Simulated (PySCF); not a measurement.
Spinor energies of Ni(19+) (nickel, charge +19)

Start: [He] 2s2 2p5; 2p1/2 filled at m_j = -1/2, +1/2; 2p3/2 filled at m_j = -1/2, +1/2, +3/2. Calculated with PySCF 2.14 in an even-tempered Gaussian basis (18 s from 4.6 bohr⁻², ratio 2.4; 12 p from 6 bohr⁻², ratio 2.4; 5 d from 26 bohr⁻², ratio 2.6; 5 f from 40 bohr⁻², ratio 2.6): generalised Hartree-Fock with the X2C-1e Hamiltonian and a Gaussian nucleus; one run each with spin-orbit coupling (SO) switched off, then screened by Boettger's factors.

```csv
spinor shell,electrons,"ε, spin-free (eV)","ε, screened SO (eV)",weight of nominal j (screened SO),"rms radius, screened SO (bohr)"
1s1/2,2,-9227.6,-9226.9,1.000,0.0623
2s1/2,2,-1786.9,-1786.7,1.000,0.257
2p1/2,2,-1656.8,-1669.5,0.952,0.226
2p3/2,3,-1656.8,-1650.4,0.968,0.229
```

```json
{"quantity": "E (hartree)", "spin-free": "-1293.06879", "screened SO": "-1293.32037"}
{"quantity": "M_J", "spin-free": "3/2", "screened SO": "3/2"}
{"quantity": "⟨J²⟩", "spin-free": "3.750", "screened SO": "3.750"}
{"quantity": "⟨L²⟩", "spin-free": "2.000", "screened SO": "2.001"}
{"quantity": "⟨S²⟩", "spin-free": "0.750", "screened SO": "0.750"}
```

Each row is a mean over spinors that exchange with the open shell spreads, by up to 21.208 eV (2s1/2).

Without spin-orbit coupling the j labels of p, d and f shells carry no meaning; the spin-free column gives the mean over the occupied spinors of each nl shell.
